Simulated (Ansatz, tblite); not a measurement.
Cost and result up the ladder for the cluster Mg2Se2 (the lowest singlet isomer of a short search) (4 atoms). Charge 0, multiplicity 1. Geometry: r2SCAN-D4/def2-SVP.

Cartesian coordinates in Å:
```
Mg -0.891 0.670 -0.778
Mg 0.891 -0.670 0.778
Se 0.926 1.773 0.466
Se -0.926 -1.773 -0.466
```

Ansatz on 4 threads of Arm Neoverse V2 on a shared host; xTB runs through tblite on one thread. Times are rough, summed over both states, and most runs start from the orbitals of an earlier one. B2PLYP/def2-TZVP serves as the yardstick here, not as an exact answer. The other state is a quintet at its own geometry, which has other bonds, so the gap mixes isomer and spin.

The xTB rows come from tblite. B3LYP takes the VWN-RPA correlation. Correlated methods freeze 20 core orbitals; core or outer-core shells of Mg, Se are correlated, in sets that lack core-valence functions. At PBE0-D4/def2-TZVP a singlet of charge 0 lies 3.88 eV below the quintet, each at its own geometry. The structure comes from a short search, and lower isomers may exist.

Correlated methods converge slowly with the basis.

xTB has no spin-polarisation term.

| level | functions | quintet − singlet (eV) | difference from B2PLYP/def2-TZVP (eV) |
| --- | --- | --- | --- |
| PBE0-D4/def2-TZVP | 160 | 3.88 | -0.13 |
| MP2/def2-TZVP | 160 | 4.18 | 0.17 |
| GFN1-xTB | 26 | 3.71 | -0.29 |
| r2SCAN-D4/def2-TZVP (with forces) | 160 | 3.98 | -0.03 |
| r2SCANh-D4/def2-TZVP | 160 | 3.91 | -0.09 |
| B3LYP-D4/def2-TZVP | 160 | 3.87 | -0.14 |
| B2PLYP/def2-TZVP | 160 | 4.00 | 0.00 |
| GFN2-xTB | 36 | 4.01 | 0.01 |

(1) Estimate how long each takes.

## Answers

(1) GFN1-xTB 0.004 s; GFN2-xTB 0.009 s; MP2/def2-TZVP 6.6 s; B3LYP-D4/def2-TZVP 10 s; PBE0-D4/def2-TZVP 10 s; B2PLYP/def2-TZVP 15 s; r2SCANh-D4/def2-TZVP 19 s; r2SCAN-D4/def2-TZVP (with forces) 24 s. On shared hardware such times vary by a factor of up to 3.
